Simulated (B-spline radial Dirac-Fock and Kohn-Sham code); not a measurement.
Calculated with a radial finite-basis atomic code, using the Dirac equation of a negative muon with reduced mass in the field of a spherical finite nucleus, with the Uehling potential to all orders; nuclear polarisation, deformation, hyperfine structure, self-energy, higher-order vacuum polarisation, relativistic recoil and electron screening are left out. The nuclear charge is a Fermi distribution (skin thickness 2.3 fm).

Question: A muonic atom of atomic mass 143.92 u emits these computed lines: 2p3/2 → 1s1/2 4624 keV, 3d5/2 → 2p3/2 1541 keV, 4f7/2 → 3d5/2 550.4 keV, 5g9/2 → 4f7/2 253.4 keV. Which element is it, and what rms charge radius was used?

Answer: Europium (Z = 63, nuclide ¹⁴⁴Eu); the high transitions hardly feel the nucleus and fix Z. The 2p → 1s line lies 4368 keV below the value for a point nucleus without QED, which for this nuclear model gives a radius near 4.96 fm (4.9612 fm was used).
